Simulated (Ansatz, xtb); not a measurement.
# Relative energy of two structures of CH4BF2N

Structure a: `NCB(F)F`, a singlet. Structure b: a singlet given by its coordinates. Both are isolated molecules in the gas phase, relaxed with B3LYP-D3(BJ)/def2-SVP; the shapes shown needn't be the lowest conformers.

a (Å):

```
atom    x (Å)    y (Å)    z (Å)
   C  -1.0070  -1.3972   0.4305
   B  -1.9148  -0.1216   0.3020
   F  -2.4063   0.5008   1.3641
   F  -2.2308   0.3910  -0.8787
   N  -0.7043  -1.8992   1.7751
   H  -0.2506  -1.1693   2.3253
   H  -1.5708  -2.1088   2.2718
   H  -0.0603  -1.1987  -0.1088
   H  -1.4685  -2.2066  -0.1683
```

b (Å):

```xyz
9

C    -0.4484   -1.9859   -2.1240
B    -1.6910   -2.1264   -1.1930
F    -2.8096   -1.3893   -1.4033
F    -1.8061   -3.1680   -0.3325
N    -0.3344   -1.1541   -0.8490
H     0.3231   -2.7608   -2.1709
H    -0.4705   -1.3542   -3.0176
H    -0.3569   -0.1440   -0.9695
H     0.3783   -1.4476   -0.1848
```

Close contacts (Å): C1–B2 1.56, C1–N5 1.53, B2–F3 1.36, B2–F4 1.36, B2–N5 1.70, C1–H6 1.09, C1–H7 1.09, N5–H8 1.02, N5–H9 1.02.

Energies in hartree; the thermal terms are from B3LYP-D3(BJ)/def2-SVP harmonic frequencies (ideal gas, rigid rotor, one conformer each, 298.15 K, 1 atm) and include the zero-point energy:

```
                              a           b
E, CCSD(T)/def2-SVP  −318.892108  −318.888575
    E, MP2/def2-SVP  −318.842684  −318.840418
  E, MP2/def2-TZVPP  −319.449026  −319.444109
  zero-point energy     0.064065     0.063961
       H(298 K) − E     0.070849     0.070202
       G(298 K) − E     0.034466     0.035832
```

**Question.** Correct the CCSD(T) difference for the basis set by the MP2 change, then work out ΔE, ΔE₀, ΔH and ΔG for a → b in kcal/mol (1 Eh = 627.51 kcal/mol) and the equilibrium ratio [b]/[a].

**Answer.** 1. Differences b − a: CCSD(T) +0.003533, MP2 in the small set +0.002266, MP2 in the large set +0.004917 Eh.
2. ΔE = +0.003533 + (+0.004917 − (+0.002266)) = +0.006184 Eh = +3.88 kcal/mol.
3. ΔE₀ = ΔE + ΔZPE = +0.006184 + (−0.000104) Eh = +3.82 kcal/mol.
4. ΔH = ΔE + (−0.000647) Eh = +3.47 kcal/mol.
5. ΔG = ΔE + (+0.001366) Eh = +4.74 kcal/mol, so ΔS = (ΔH − ΔG)/T = −17.7 J/(mol K).
6. kT = 0.9442 mEh, so K = [b]/[a] = exp(−ΔG/kT) = exp(−8.00) ≈ 3.4 × 10^−4.

Structure a is favoured at this temperature. An error of 1 kcal/mol in ΔG would change K by a factor of 5.4. GFN2-xTB found them nearly level. Mirror images and further conformers aren't counted.

Other levels gave ΔE = −0.4 (GFN2-xTB); +8.7 (HF/STO-3G, GFN2-xTB geometries); +1.5 (r2SCAN-D4/def2-SVP, GFN2-xTB geometries); +2.9 (B3LYP-D3(BJ)/def2-SVP); +5.5 (HF/def2-SVP); +1.4 (MP2/def2-SVP); +2.2 (CCSD(T)/def2-SVP) kcal/mol. The correlated steps freeze 5 core orbitals. Programs: Ansatz 0.2.0, xtb 6.7.1.
